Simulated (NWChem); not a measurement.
# CBrF2, doublet; SMILES F[C](Br)F

All runs: NWChem. Spin-unrestricted. In the optimisation the excess spin sits in a' (Cs, its own frame). Coordinates come from a PBE-D3(BJ)/def2-SVP, spin-unrestricted optimisation. No stability test was run on the SCF state.

**Question.** What does the run give for PBE0/def2-TZVP? Quantities: highest occupied level (eV); lowest empty minus highest occupied level, either spin (eV); dipole (D); <S²>.

**Answer.** 
```
Item                                                         Value
-----------------------------------------------------------  -----
highest occupied level (eV)                                  -7.41
lowest empty minus highest occupied level, either spin (eV)   4.74
dipole (D)                                                    0.29
<S²>                                                         0.754
```
